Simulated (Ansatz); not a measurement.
Species: C2H8AlN, SMILES `[CH3][Al]([CH3])[NH2]` (charge 0, multiplicity 1).

Q: Give a relaxed geometry from B3LYP-D3(BJ)/def2-TZVP (Ansatz, a program for electronic structure).

A: the end point of this relaxation (outside a Z-matrix the atoms follow the SMILES, hydrogens last).
Bonded distances (Å): C1–Al2 1.957, C1–H5 1.094, C1–H6 1.092, C1–H7 1.094, Al2–C3 1.957, Al2–N4 1.778, C3–H8 1.094, C3–H9 1.092, C3–H10 1.094, N4–H11 1.008, N4–H12 1.008. Angles (°): Al2–C1–H5 111.1, Al2–C1–H6 112.7, Al2–C1–H7 111.3, H5–C1–H6 107.5, H5–C1–H7 106.4, H6–C1–H7 107.6, C1–Al2–C3 123.2, C1–Al2–N4 118.4, C3–Al2–N4 118.4, Al2–C3–H8 111.3, Al2–C3–H9 112.7, Al2–C3–H10 111.2, H8–C3–H9 107.6, H8–C3–H10 106.4, H9–C3–H10 107.5, Al2–N4–H11 125.1, Al2–N4–H12 125.0, H11–N4–H12 109.9.
